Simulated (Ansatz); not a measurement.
`CNBBr` + HCl → `ClBBr` + CH₃NH₂ at 400 K and 1 bar (ligand exchange at a B–N bond).

Computed with Ansatz on PBE0-D4/def2-TZVP structures; ΔE is electronic, products minus reactants. CBS: MP2 limit from def2 TZ/QZ plus the TZ coupled-cluster correction, frozen cores. This one scheme is used for every species. For Br outer-core shells are correlated without core-valence functions, which leaves a few kJ/mol of doubt a bond. Scalar relativity is left out up to krypton. Each species was taken in one conformer, which may not be the lowest.

```json
{"species": "`CNBBr`", "CCSD(T)/CBS energy (Eh)": "-2693.95268", "H − E (kJ/mol)": "207.5", "S (J/(mol·K))": "339.5"}
{"species": "HCl", "CCSD(T)/CBS energy (Eh)": "-460.38127", "H − E (kJ/mol)": "29.6", "S (J/(mol·K))": "195.4"}
{"species": "`ClBBr`", "CCSD(T)/CBS energy (Eh)": "-3058.55678", "H − E (kJ/mol)": "55.3", "S (J/(mol·K))": "301.3"}
{"species": "CH₃NH₂", "CCSD(T)/CBS energy (Eh)": "-95.75281", "H − E (kJ/mol)": "185.4", "S (J/(mol·K))": "256.0"}
```

H − E and S are ideal-gas, rigid-rotor, harmonic terms from PBE0-D4/def2-TZVP, for one conformer and one mirror image of each species. 1 Eh = 2625.50 kJ/mol, R = 8.31446 J/(mol·K).

Problem. By hand: ΔE, ΔH, ΔS and ΔG.

Solution. ΔE = (-3058.55678) + (-95.75281) − (-2693.95268) − (-460.38127) = 0.02436 Eh = 64.0 kJ/mol. Δ(H − E) = 55.3 + 185.4 − 207.5 − 29.6 = 3.6, so ΔH = 67.6 kJ/mol. ΔS = 301.3 + 256.0 − 339.5 − 195.4 = 22.4 J/(mol·K). ΔG = 67.6 − 400 × (22.4)/1000 = 58.6 kJ/mol.

Problem. By hand: the equilibrium constant, and the temperature at which ΔG would vanish if ΔH and ΔS stayed fixed.

Solution. log₁₀ K = −ΔG/(RT ln 10) = -7.7. ΔG = 0 at ΔH/ΔS = 3018 K, far beyond where these terms or the molecules hold.

ΔH outweighs TΔS. A doubt of 5 kJ/mol in ΔE shifts log₁₀ K by 0.7 here. Other conformers and mirror images would add mixing entropy, several J/(mol·K) or more a flexible species. These are equilibria of isolated gas molecules and say nothing of rates. Largest T1 diagnostic: 0.010 (customary marks: 0.02 for closed shells, 0.045 for open ones).
